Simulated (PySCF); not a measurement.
PySCF job for MgCl, SMILES [Mg][Cl], multiplicity 2, TDA-B3LYP/def2-TZVPD. Geometry optimised at B3LYP-D3(BJ)/def2-TZVPD. The spin state was assumed, not searched.

```python
import numpy as np
from pyscf import gto, scf, dft, tdscf

mol = gto.M(
    atom='''
    Mg    0.00000000    0.00000000   -1.30323859
    Cl    0.00000000    0.00000000    0.91993312
    ''',
    basis='def2-TZVPD',
    charge=0,
    spin=1,
    max_memory=1600,
    verbose=4,
)
mf = dft.UKS(mol, xc='b3lyp').density_fit(auxbasis='def2-universal-jkfit')
mf.grids.level = 3
mf.conv_tol = 1e-9
mf.max_cycle = 100
mf.kernel()
fine, coarse = mf.grids, dft.Grids(mol).set(level=1).build(with_non0tab=True)
for _ in range(3):  # follow internal instabilities
    mf.grids = coarse
    mo, _, stable, _ = mf.stability(return_status=True, nroots=4)
    mf.grids = fine
    if stable:
        break
    mf.kernel(mf.make_rdm1(mo, mf.mo_occ))
mf.grids = dft.Grids(mol).set(level=1).build(with_non0tab=True)  # coarser grid for the response kernel
td = tdscf.TDA(mf)
td.nstates = 10
td.conv_tol = 1e-4
td.kernel(x0=td.get_init_guess(mf, 15))
td.analyze()
```

Program output:

```
PySCF version 2.14.0

[INPUT] verbose = 4
[INPUT] num. atoms = 2
[INPUT] num. electrons = 29
[INPUT] charge = 0
[INPUT] spin (= nelec alpha-beta = 2S) = 1
[INPUT] symmetry False subgroup None
[INPUT] Mole.unit = angstrom
[INPUT] Symbol           X                Y                Z      unit          X                Y                Z       unit  Magmom
[INPUT]  1 Mg     0.000000000000   0.000000000000  -1.303238590000 AA    0.000000000000   0.000000000000  -2.462764010064 Bohr   0.0
[INPUT]  2 Cl     0.000000000000   0.000000000000   0.919933120000 AA    0.000000000000   0.000000000000   1.738421649717 Bohr   0.0

nuclear repulsion = 48.5577207293988
number of shells = 29
number of NR pGTOs = 128
number of NR cGTOs = 81
basis = def2-TZVPD
ecp = {}


[settings echo left out]
init E= -660.388217970147
  alpha nocc = 15  HOMO = -0.157040503887643  LUMO = -0.0282957122908865
  beta  nocc = 14  HOMO = -0.379947397231013  LUMO = -0.157040503887643

WARN: HOMO -0.157040503887643 >= LUMO -0.157040503887643

cycle= 1 E= -660.330009495191  delta_E= 0.0582  |g|= 0.243  |ddm|= 0.937
  alpha nocc = 15  HOMO = -0.200779800314835  LUMO = -0.0337157937181984
  beta  nocc = 14  HOMO = -0.204529236068663  LUMO = -0.136071939422244
  HOMO = -0.200779800315  LUMO = -0.136071939422  gap/eV = 1.76079
cycle= 2 E= -660.276876880255  delta_E= 0.0531  |g|= 0.407  |ddm|= 0.814
  alpha nocc = 15  HOMO = -0.207508102805861  LUMO = -0.0274681479030146
  beta  nocc = 14  HOMO = -0.292300363835946  LUMO = -0.128196106212737
  HOMO = -0.207508102806  LUMO = -0.128196106213  gap/eV = 2.15819
cycle= 3 E= -660.37488315745  delta_E= -0.098  |g|= 0.0233  |ddm|= 0.431
  alpha nocc = 15  HOMO = -0.207387685777896  LUMO = -0.0256018147245852
  beta  nocc = 14  HOMO = -0.294617237671279  LUMO = -0.12268693110504
  HOMO = -0.207387685778  LUMO = -0.122686931105  gap/eV = 2.30482
cycle= 4 E= -660.375094761661  delta_E= -0.000212  |g|= 0.00844  |ddm|= 0.0451
  alpha nocc = 15  HOMO = -0.206422146135171  LUMO = -0.024133414773953
  beta  nocc = 14  HOMO = -0.295055580462822  LUMO = -0.119801094726785
  HOMO = -0.206422146135  LUMO = -0.119801094727  gap/eV = 2.35708
cycle= 5 E= -660.375142810029  delta_E= -4.8e-05  |g|= 0.00288  |ddm|= 0.0174
  alpha nocc = 15  HOMO = -0.206582639384841  LUMO = -0.0240265184092328
  beta  nocc = 14  HOMO = -0.295301757855332  LUMO = -0.119414200261311
  HOMO = -0.206582639385  LUMO = -0.119414200261  gap/eV = 2.37197
cycle= 6 E= -660.375148401513  delta_E= -5.59e-06  |g|= 0.000682  |ddm|= 0.00445
  alpha nocc = 15  HOMO = -0.206527300342028  LUMO = -0.0239407395960352
  beta  nocc = 14  HOMO = -0.295186626056417  LUMO = -0.119253600896752
  HOMO = -0.206527300342  LUMO = -0.119253600897  gap/eV = 2.37484
cycle= 7 E= -660.37514865903  delta_E= -2.58e-07  |g|= 0.000105  |ddm|= 0.00103
  alpha nocc = 15  HOMO = -0.206542341776885  LUMO = -0.0239443612842772
  beta  nocc = 14  HOMO = -0.295183962198097  LUMO = -0.119259213619522
  HOMO = -0.206542341777  LUMO = -0.11925921362  gap/eV = 2.37509
cycle= 8 E= -660.37514867064  delta_E= -1.16e-08  |g|= 2.04e-05  |ddm|= 0.000297
  alpha nocc = 15  HOMO = -0.206539633158258  LUMO = -0.0239417592942389
  beta  nocc = 14  HOMO = -0.295179213223841  LUMO = -0.119254281606999
  HOMO = -0.206539633158  LUMO = -0.119254281607  gap/eV = 2.37516
cycle= 9 E= -660.375148671188  delta_E= -5.48e-10  |g|= 3.14e-06  |ddm|= 7.67e-05
  alpha nocc = 15  HOMO = -0.20654026377127  LUMO = -0.0239422676522485
  beta  nocc = 14  HOMO = -0.295181070883579  LUMO = -0.119255205694731
  HOMO = -0.206540263771  LUMO = -0.119255205695  gap/eV = 2.37515
Extra cycle  E= -660.375148671193  delta_E= -4.77e-12  |g|= 3.01e-06  |ddm|= 7.88e-06
converged SCF energy = -660.375148671193  <S^2> = 0.75056081  2S+1 = 2.0005607
tot grids = 12552
uhf_internal: lowest eigs of H = [0.24744775 0.24744937 0.27733292 0.27733449]
<class 'pyscf.df.df_jk.DFUKS'> wavefunction is stable in the internal stability analysis
tot grids = 12552


******** <class 'pyscf.tdscf.uks.TDA'> for <class 'pyscf.df.df_jk.DFUKS'> ********
nstates = 10
deg_eia_thresh = 1.000e-03
wfnsym = None
conv_tol = 0.0001
eigh lindep = 1e-12
eigh level_shift = 0
eigh max_cycle = 100


Excitation energies (eV)
[3.40045314 3.40045314 3.73760468 3.73760468 4.5477596  4.87729302
 5.73340434 5.78514727 5.7851622  5.8429932 ]

** Excitation energies and oscillator strengths **
Excited State   1:      3.40045 eV    364.61 nm  f=0.1597
      15a ->   16a      0.95046
      13b ->   15b     -0.20452
      14b ->   15b     -0.21227
Excited State   2:      3.40045 eV    364.61 nm  f=0.1597
      15a ->   17a     -0.95046
      13b ->   15b      0.21227
      14b ->   15b     -0.20452
Excited State   3:      3.73760 eV    331.72 nm  f=0.0456
      15a ->   16a     -0.28743
      13b ->   15b     -0.48365
      14b ->   15b     -0.82018
Excited State   4:      3.73760 eV    331.72 nm  f=0.0456
      15a ->   17a      0.28743
      13b ->   15b      0.82018
      14b ->   15b     -0.48365
Excited State   5:      4.54776 eV    272.63 nm  f=0.1455
      15a ->   18a      0.90515
      15a ->   22a     -0.10226
      12b ->   15b     -0.40628
Excited State   6:      4.87729 eV    254.21 nm  f=0.1949
      13a ->   16a      0.16877
      14a ->   17a     -0.16877
      15a ->   18a      0.38937
      15a ->   19a     -0.16697
      12b ->   15b      0.85676
Excited State   7:      5.73340 eV    216.25 nm  f=0.0127
      13a ->   16a     -0.29131
      13a ->   17a     -0.10769
      14a ->   16a     -0.10769
      14a ->   17a      0.29131
      15a ->   19a     -0.87658
      15a ->   22a      0.13146
Excited State   8:      5.78515 eV    214.31 nm  f=0.0000
      13a ->   16a     -0.21292
      13a ->   17a     -0.66445
      14a ->   16a      0.66445
      14a ->   17a     -0.21292
Excited State   9:      5.78516 eV    214.31 nm  f=0.0000
      13a ->   16a     -0.66444
      13a ->   17a      0.21292
      14a ->   16a     -0.21292
      14a ->   17a     -0.66444
Excited State  10:      5.84299 eV    212.19 nm  f=0.0000
      13a ->   16a      0.24433
      13a ->   17a     -0.66096
      14a ->   16a     -0.66096
      14a ->   17a     -0.24433

** Transition electric dipole moments (AU) **
state          X           Y           Z        Dip. S.      Osc.
  1         0.9558      1.0018     -0.0000      1.9170      0.1597
  2        -1.0018      0.9558     -0.0000      1.9170      0.1597
  3        -0.3554     -0.6094     -0.0000      0.4977      0.0456
  4         0.6094     -0.3554     -0.0000      0.4977      0.0456
  5         0.0000     -0.0000      1.1427      1.3058      0.1455
  6        -0.0000      0.0000      1.2771      1.6310      0.1949
  7        -0.0000     -0.0000      0.3006      0.0903      0.0127
  8         0.0000      0.0000     -0.0000      0.0000      0.0000
  9        -0.0000      0.0000      0.0000      0.0000      0.0000
 10         0.0000     -0.0000      0.0000      0.0000      0.0000

** Transition velocity dipole moments (imaginary part, AU) **
state          X           Y           Z        Dip. S.      Osc.
  1         0.0686      0.0719      0.0000      0.0099      0.0527
  2        -0.0719      0.0686     -0.0000      0.0099      0.0527
  3        -0.0334     -0.0574     -0.0000      0.0044      0.0214
  4         0.0574     -0.0334     -0.0000      0.0044      0.0214
  5         0.0000      0.0000      0.2035      0.0414      0.1653
  6        -0.0000      0.0000      0.1915      0.0367      0.1364
  7         0.0000     -0.0000      0.0830      0.0069      0.0218
  8        -0.0000      0.0000      0.0000      0.0000      0.0000
  9        -0.0000      0.0000     -0.0000      0.0000      0.0000
 10         0.0000     -0.0000     -0.0000      0.0000      0.0000

** Transition magnetic dipole moments (imaginary part, AU) **
state          X           Y           Z
  1        -0.7099      0.6773     -0.0000
  2        -0.6773     -0.7099      0.0000
  3         0.2489     -0.1451      0.0000
  4         0.1451      0.2489     -0.0000
  5         0.0000      0.0000      0.0000
  6         0.0000     -0.0000     -0.0000
  7        -0.0000     -0.0000     -0.0000
  8         0.0000      0.0000     -0.0000
  9         0.0000      0.0000     -0.0000
 10        -0.0000     -0.0000     -0.0000
```

The run converged.

Cost: roughly 23 core-seconds.
